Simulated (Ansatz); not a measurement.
Basis sets compared for (CdSe)2 ring (Cd2Se2). Charge 0, multiplicity 1. Geometry r2SCAN-D4/def2-SVP. Ansatz on 4 threads of Arm Neoverse V1 on a shared host; times are rough, and most runs start from earlier orbitals.

```
atom   x (Å)   y (Å)   z (Å)
 Cd1   0.702   0.946   0.754
 Se2   1.765  -1.219  -0.114
 Cd3  -0.702  -0.945  -0.754
 Se4  -1.765   1.219   0.115
```

In the def2 sets Cd takes a core potential, while STO-3G treats all electrons; there is no spin–orbit coupling.

STO-3G and 6-31G are all-electron sets without relativity, so their totals don't compare with the def2 sets.

Binding counts from free atoms (Cd singlet, Se triplet) in the same basis, without a counterpoise term.

| level | functions | energy (Eh) | HOMO (eV) | LUMO (eV) | binding per atom (eV) | wall time |
| --- | --- | --- | --- | --- | --- | --- |
| HF/STO-3G | 90 | -15570.4895 | -4.46 | 4.53 | – | 1.3 s |
| PBE-D4/def2-SVP | 126 | -5137.3600 | -5.13 | -3.98 | 1.41 | 1.6 s |
| PBE0-D4/def2-SVP | 126 | -5137.4910 | -6.12 | -3.32 | 1.37 | 3 s |

Task: Estimate the rows for HF/def2-TZVP, PBE-D4/def2-TZVP, PBE0-D4/def2-TZVP.

Result: 
| level | functions | energy (Eh) | HOMO (eV) | LUMO (eV) | binding per atom (eV) | wall time |
| --- | --- | --- | --- | --- | --- | --- |
| HF/def2-TZVP | 176 | -5133.5114 | -8.29 | -0.75 | 0.61 | 2.4 s |
| PBE-D4/def2-TZVP | 176 | -5138.0322 | -5.25 | -4.03 | 1.39 | 2.1 s |
| PBE0-D4/def2-TZVP | 176 | -5138.1604 | -6.22 | -3.35 | 1.37 | 4 s |
